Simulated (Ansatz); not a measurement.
`CB(C)F` + H₂ → `CBC` + H–F at 600 K and 1 bar (hydrogenolysis of a B–F bond).

Calculated with Ansatz (gas phase, PBE0-D4/def2-TZVP geometries, no zero-point term in ΔE). CCSD(T)/CBS is the MP2 limit (def2-TZVPP, def2-QZVPP) plus CCSD(T) − MP2 in def2-TZVPP, frozen cores. This one scheme is used for every species.

```tsv
species	CCSD(T)/CBS energy (Eh)	H − E (kJ/mol)	S (J/(mol·K))
`CB(C)F`	-204.38401	260.4	388.7
H₂	-1.17544	43.9	150.8
`CBC`	-105.11307	269.5	357.3
H–F	-100.39570	42.3	194.0
```

H − E and S are ideal-gas, rigid-rotor, harmonic terms from PBE0-D4/def2-TZVP, for one conformer and one mirror image of each species. The MP2-based limit puts H₂ 0.8 mEh under its directly extrapolated value; such offsets cancel only in part. 1 Eh = 2625.50 kJ/mol, R = 8.31446 J/(mol·K).

Problem. By hand: ΔE, ΔH, ΔS and ΔG.

Solution. ΔE = (-105.11307) + (-100.39570) − (-204.38401) − (-1.17544) = 0.05068 Eh = 133.1 kJ/mol. Δ(H − E) = 269.5 + 42.3 − 260.4 − 43.9 = 7.5, so ΔH = 140.6 kJ/mol. ΔS = 357.3 + 194.0 − 388.7 − 150.8 = 11.8 J/(mol·K). ΔG = 140.6 − 600 × (11.8)/1000 = 133.5 kJ/mol.

Problem. By hand: the equilibrium constant, and the temperature at which ΔG would vanish if ΔH and ΔS stayed fixed.

Solution. log₁₀ K = −ΔG/(RT ln 10) = -11.6. ΔG = 0 at ΔH/ΔS = 11915 K, far beyond where these terms or the molecules hold.

The number of gas molecules stays the same, so ΔS is small and ΔH decides. A doubt of 5 kJ/mol in ΔE shifts log₁₀ K by 0.4 here. Other conformers and mirror images would add mixing entropy, several J/(mol·K) or more a flexible species. Modes under 60 cm⁻¹, often nearly free rotors, make the harmonic entropy too high. These are equilibria of isolated gas molecules and say nothing of rates. Largest T1 diagnostic: 0.011 (customary marks: 0.02 for closed shells, 0.045 for open ones).
